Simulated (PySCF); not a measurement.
SMILES [CH2]Cl, doublet, PBE0/def2-SVP optimised geometry.

```
4

C     -0.15    -0.30     0.00
Cl    -0.94     1.20     0.00
H      0.94    -0.30     0.00
H     -0.75    -1.20     0.00
```

Density from unrestricted PBE0/def2-TZVP in PySCF 2.14.0 at that geometry.

Minimum of the electron density along straight lines between bonded atoms, close to the bond critical point (lines longer than 1.1 times the sum of covalent radii, or with two minima, are not listed):

```
bond    length / Å  ρ at the minimum / e bohr⁻³  ∇²ρ there / e bohr⁻⁵  position (fraction from the first atom)
------  ----------  ---------------------------  --------------------  ---------------------------------------
C1–Cl2       1.695                        0.218                 -0.37                                     0.41
C1–H3        1.090                        0.281                 -0.99                                     0.66
C1–H4        1.090                        0.281                 -0.99                                     0.66
```
